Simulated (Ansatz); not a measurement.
Job for Ansatz (a first-principles code): U-wB97X-V/def2-TZVPP on FIZn (SMILES [F][Zn][I]), a point of a bond scan (R = 5.545 Å). Elements past Kr take the def2 small-core potentials; no spin–orbit coupling.

Ansatz 0.2 input:
```yaml
crystal:
  periodic: [false, false, false]
  atoms:
    - {symbol: Zn, position_ang: [-0.00000000, -0.00000000, -1.21691755]}
    - {symbol: F, position_ang: [-0.00000000, -0.00000000, -2.97433346]}
    - {symbol: I, position_ang: [0.00000000, 0.00000000, 4.32795534]}
basis:
  gaussian:
    orbitals: def2-TZVPP
hamiltonian:
  xc: {name: wB97X-V}
magnetization: {spin_polarized: true, initial_magnetization: 0}
```

It printed:

```
WARN ansatz: RAYON_NUM_THREADS=1 ignored (pool sized by the plan → 1); use --threads N
Functional definition: wB97X-V
integrals: 0.08 GiB planned
1081 factors; their error is unknown
integrals: 0.11 GiB planned
169 factors; integrals over basis functions are off by at most 1.3e-4 eV
mean field: 1.13 GiB planned
mean field evaluation 1: about -59224.7187 eV, gradient 3.4e1 eV
mean field evaluation 2: about -59211.1490 eV, gradient 6.4e1 eV
mean field evaluation 4: about -59228.7361 eV, gradient 5.1e0 eV
mean field evaluation 8: about -59230.0477 eV, gradient 4.9e-1 eV
mean field evaluation 16: about -59230.3017 eV, gradient 2.0e-3 eV
mean field evaluation 32: about -59231.9901 eV, gradient 2.2e-5 eV
mean field evaluation 64: about -59230.8003 eV, gradient 1.9e1 eV
mean field evaluation 96: about -59231.9914 eV, gradient 4.0e-2 eV
mean field -59231.99139862 eV, -2176.7355350136 hartree, gradient 9.4e-6 eV, S^2 1.004628; 5 other end points of the search recorded, 0 dependent functions left out
reference -59231.99139777 eV, -2176.7355349823 hartree; 32, 32 occupied and 113, 113 virtual orbitals, 1081 factors
Total energy: -59231.99139777 eV, -2176.7355349823 hartree
```

Self-consistency was reached. Its determinant has ⟨S²⟩ = 1.00, a mixture of spin states.

Cost: very roughly 80 core-seconds.
